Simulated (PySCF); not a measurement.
**NMR data sheet: C5H13NSi3**

* Formula: C5H13NSi3
* SMILES: [SiH3]N([SiH3])[SiH2]C#CC1CC1
* InChI: InChI=1S/C5H13NSi3/c7-6(8)9-4-3-5-1-2-5/h5H,1-2,9H2,7-8H3
* Point group of the computed structure: C1
* Degrees of unsaturation: 3
* Carbon signals: 4
* Proton signals: 5

Mapped SMILES: `[SiH3:1][N:2]([SiH3:3])[SiH2:4][C:5]#[C:6][CH:7]1[CH2:8][CH2:9]1`; H(Xn) means a hydrogen on atom n. Ha(C8), Ha(C9) are cis to C6 on the ring; Hb(C8), Hb(C9) are trans to C6 on the ring.

Theoretical values (PySCF): GFN2-xTB geometry, PBE0/pcSseg-1 with gauge-including orbitals. Single conformer, relativity neglected, in vacuum, averaged over atoms made equivalent by symmetry, fast rotation or ring inversion.

δ = σ(ref) − σ, references computed at the same level: TMS for 1H, 13C, 29Si; 15N vs NH3.

| carbon | δC, type | δH (multiplicity) | HMBC from (2–3 bonds) | span of the C tensor (ppm) |
| --- | --- | --- | --- | --- |
| C5 | 78.4, C | – | H(Si4), H(C7) | 254 |
| C6 | 124.3, C | – | H(Si4), H(C7), Hb(C8)/Hb(C9), Ha(C8)/Ha(C9) | 295 |
| C7 | 3.5, CH | 1.41 (m) | Hb(C8)/Hb(C9), Ha(C8)/Ha(C9) | 77 |
| C8/C9 | 11.4, CH2 | Hb(C8) 0.82 (m); Ha(C8) 0.81 (m) | H(C7), Hb(C8)/Hb(C9), Ha(C8)/Ha(C9) | 64 |

Other nuclei:
```json
{"atoms": "H(Si4)", "nucleus": "1H", "environment": "hydrogen on a silicon bonded to C, N", "δ (ppm)": "5.08", "σ (ppm)": "26.64"}
{"atoms": "H(Si1)/H(Si3)", "nucleus": "1H", "environment": "hydrogen on a silicon bonded to N", "δ (ppm)": "4.80", "σ (ppm)": "26.92"}
{"atoms": "Si1/Si3", "nucleus": "29Si", "environment": "silicon bonded to N, 3 H", "δ (ppm)": "-47.9", "σ (ppm)": "397.0"}
{"atoms": "Si4", "nucleus": "29Si", "environment": "silicon bonded to C, N, 2 H", "δ (ppm)": "-52.6", "σ (ppm)": "401.8"}
{"atoms": "N2", "nucleus": "15N", "environment": "nitrogen bonded to 3 Si", "δ (ppm)": "-1.3", "σ (ppm)": "269.1"}
```

- Carbon types of the structure: 2 × C, 1 × CH, 2 × CH2, leaving 8 H on heteroatoms.
- δC 124.3, 78.4: alkyne carbon.
- δC 11.4, 3.5: three-membered-ring carbon; carbons of three-membered rings are unusually shielded.
- δH 5.08: hydrogen on a silicon bonded to C, N.
- δH 4.80: hydrogen on a silicon bonded to N.
- δH 1.41, 0.82, 0.81: hydrogen on a three-membered-ring carbon; cyclopropane-type protons are shielded by the ring.

Shifts are as computed. Against solution values, carbons near 30 ppm lie about +3 ppm off and those near 130 ppm about +5 ppm. Of 1211 compounds with measured shifts, 218 miss one by over three times the rms of a fit or turn the order of signals round; such compounds aren't used in these exercises. Experimental scales use liquid or dissolved standards, which lie at an offset from isolated NH3 (liquid NH3: subtract about 20 ppm). Multiplicities follow the n + 1 count of equivalent neighbours, as no J values were calculated; m marks all less simple cases, F and P coupling included.
